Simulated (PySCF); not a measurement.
PySCF 2.14 output of an unrestricted M06-2X calculation on a single atom or ion in dyall-acv3z, with the spin-free X2C one-electron Hamiltonian (Gaussian nucleus):

```
SCF conv_tol = 1e-09
number electrons alpha = 8  beta = 6
    Y. Zhao and D. G. Truhlar.,  Theor. Chem. Acc. 120, 215 (2008)
    Y. Zhao and D. G. Truhlar.,  Theor. Chem. Acc. 120, 215 (2008)
cycle= 1 E= -341.322475857074  delta_E= -0.0123  |g|= 0.0714  |ddm|= 0.735
cycle= 2 E= -341.32336911038  delta_E= -0.000893  |g|= 0.0089  |ddm|= 0.283
cycle= 3 E= -341.323694307625  delta_E= -0.000325  |g|= 0.00483  |ddm|= 0.116
cycle= 4 E= -341.323877214633  delta_E= -0.000183  |g|= 0.00241  |ddm|= 0.0856
cycle= 5 E= -341.32393513928  delta_E= -5.79e-05  |g|= 0.00093  |ddm|= 0.0492
cycle= 6 E= -341.323944444915  delta_E= -9.31e-06  |g|= 0.000415  |ddm|= 0.0178
cycle= 7 E= -341.323946489743  delta_E= -2.04e-06  |g|= 0.000128  |ddm|= 0.0128
cycle= 8 E= -341.323946657535  delta_E= -1.68e-07  |g|= 1.38e-05  |ddm|= 0.00539
cycle= 9 E= -341.323946658474  delta_E= -9.39e-10  |g|= 2.66e-06  |ddm|= 0.000308
converged SCF energy = -341.323946658474  <S^2> = 2.004085  2S+1 = 3.0027221
```

The run itself started from symmetry-adapted Hartree-Fock orbitals and held the occupation by maximum overlap, on a logarithmic radial grid, so the iterations belong to that start.

Question: Which element, charge and spin multiplicity is this?

Answer: P⁺ (phosphorus, charge +1), multiplicity 3; the state was [Ne] 3s2 3p1 4s1, high-spin 3P determinant (an excited configuration).

The outer electron is Rydberg-like, and this basis confines it to a smaller radius and binds it less than a complete one would.
